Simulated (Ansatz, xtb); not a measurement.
# Two isomers of C7H5Br

We compare I, `BrC1=CC2=C(C=C1)C2`, a singlet, with II, `BrC1=C2CC2=CC=C1`, a singlet. Both are isolated molecules in the gas phase, relaxed with B3LYP/def2-SVP.

Energies in hartree; the thermal terms are from GFN2-xTB frequencies at re-optimised GFN2-xTB minima (ideal gas, soft modes damped towards free rotors, one conformer each, 298.15 K, 1 atm) and include the zero-point energy:

```
                               I            II
E, CCSD(T)/def2-SVP  −2841.006968  −2841.008071
    E, MP2/def2-SVP  −2840.925259  −2840.926720
  E, MP2/def2-TZVPP  −2841.765208  −2841.766699
  zero-point energy      0.091964      0.092110
       H(298 K) − E      0.099693      0.099846
       G(298 K) − E      0.059827      0.059854
```

Task: Correct the CCSD(T) difference for the basis set by the MP2 change, then work out ΔE, ΔE₀, ΔH and ΔG for I → II in kJ/mol (1 Eh = 2625.50 kJ/mol) and the equilibrium ratio [II]/[I].

Result: 1. Differences II − I: CCSD(T) −0.001103, MP2 in the small set −0.001461, MP2 in the large set −0.001491 Eh.
2. ΔE = −0.001103 + (−0.001491 − (−0.001461)) = −0.001133 Eh = −2.97 kJ/mol.
3. ΔE₀ = ΔE + ΔZPE = −0.001133 + (+0.000146) Eh = −2.59 kJ/mol.
4. ΔH = ΔE + (+0.000153) Eh = −2.57 kJ/mol.
5. ΔG = ΔE + (+0.000027) Eh = −2.90 kJ/mol, so ΔS = (ΔH − ΔG)/T = +1.1 J/(mol K).
6. kT = 0.9442 mEh, so K = [II]/[I] = exp(−ΔG/kT) = exp(+1.17) ≈ 3.2.

The two are too close for this level to say which is favoured. An error of 4 kJ/mol in ΔG would change K by a factor of 5. Mirror images and further conformers aren't counted.

As drawn, both hold the same kinds of bond in the same numbers.

Other levels gave ΔE = −2.5 (GFN2-xTB); −4.5 (HF/STO-3G, GFN2-xTB geometries); −4.9 (r2SCAN-D4/def2-SVP, GFN2-xTB geometries); −4.0 (B3LYP/def2-SVP); −2.4 (HF/def2-SVP); −3.8 (MP2/def2-SVP); −2.9 (CCSD(T)/def2-SVP) kJ/mol. The correlated steps freeze 16 core orbitals; the filled d shell of Br is correlated, in a basis made for valence electrons. Programs: Ansatz 0.2.0, xtb 6.7.1.
